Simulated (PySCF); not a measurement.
**Spinor energies of I³⁰⁺ (iodine, charge +30)**

Start: [Ar] 3d5; 3d3/2 filled at m_j = -3/2, -1/2, +1/2, +3/2; 3d5/2 filled at m_j = +5/2. Calculated with PySCF 2.14 in an even-tempered Gaussian basis (16 s from 4.9 bohr⁻², ratio 2.8; 12 p from 6.4 bohr⁻², ratio 2.8; 8 d from 6.4 bohr⁻², ratio 2.8; 3 f from 23 bohr⁻², ratio 3): generalised Hartree-Fock with the X2C-1e Hamiltonian and a Gaussian nucleus; one run each with spin-orbit coupling (SO) switched off, then screened by Boettger's factors.

| spinor shell | electrons | ε, spin-free (eV) | ε, screened SO (eV) | weight of nominal j (screened SO) | rms radius, screened SO (bohr) |
| --- | --- | --- | --- | --- | --- |
| 1s1/2 | 2 | -34658.7 | -34654.7 | 1.000 | 0.0311 |
| 2s1/2 | 2 | -6539.1 | -6537.5 | 1.000 | 0.126 |
| 2p1/2 | 2 | -6000.7 | -6214.5 | 0.999 | 0.109 |
| 2p3/2 | 4 | -6000.7 | -5903.1 | 0.999 | 0.114 |
| 3s1/2 | 2 | -2227.1 | -2226.6 | 1.000 | 0.318 |
| 3p1/2 | 2 | -2045.5 | -2101.5 | 0.953 | 0.308 |
| 3p3/2 | 4 | -2045.5 | -2019.6 | 0.976 | 0.319 |
| 3d3/2 | 4 | -1829.6 | -1831.3 | 0.774 | 0.282 |
| 3d5/2 | 1 | -1829.6 | -1820.9 | 1.000 | 0.284 |

```tsv
quantity	spin-free	screened SO
E (hartree)	-6527.78063	-6530.16640
M_J	5/2	5/2
⟨J²⟩	8.750	8.760
⟨L²⟩	0.000	0.968
⟨S²⟩	8.750	6.968
```

Each row is a mean over spinors that exchange with the open shell spreads, by up to 38.707 eV (3p3/2).

Rows whose weight is well below 1 are mixtures of j = l ± 1/2: exchange outweighs spin-orbit coupling there, and the label is only the starting occupation.

Breit and QED terms are absent; they matter most for the inner s and p1/2 levels.

Densities and radii are taken from the X2C orbitals without a picture-change correction, which distorts them close to the nucleus.

Without spin-orbit coupling the j labels of p, d and f shells carry no meaning; the spin-free column gives the mean over the occupied spinors of each nl shell.
